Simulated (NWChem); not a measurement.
## Atomisation of ClLi

SMILES: [Li][Cl]
```xyz
2

Li     0.0000     0.0000    -1.7032
Cl     0.0000     0.0000     0.3006
```
Charge 0, spin multiplicity 1.

All runs are NWChem calculations. All single points use one geometry, from PBE0/def2-SVP, a minimum by its harmonic frequencies.

Basis set: def2-QZVP. The atomisation energy is electronic alone: no zero-point, thermal, spin-orbit or counterpoise terms. No value is extrapolated to the basis-set limit. Free atoms are single determinants with multiplicities Li 2, Cl 2.

B3LYP has NWChem's definition, with VWN1-RPA local correlation. The structure started from a generated list of species. No SCF solution was tested for a lower state. Open-shell Hartree-Fock references start from PBE0 orbitals.

Task: For the atomisation energy, HF gives 83.5 kcal/mol and PBE0 gives 108.9 kcal/mol. What do PBE, BP86, B3LYP give?

Result: PBE: 109.9 kcal/mol; BP86: 110.6 kcal/mol; B3LYP: 109.4 kcal/mol.
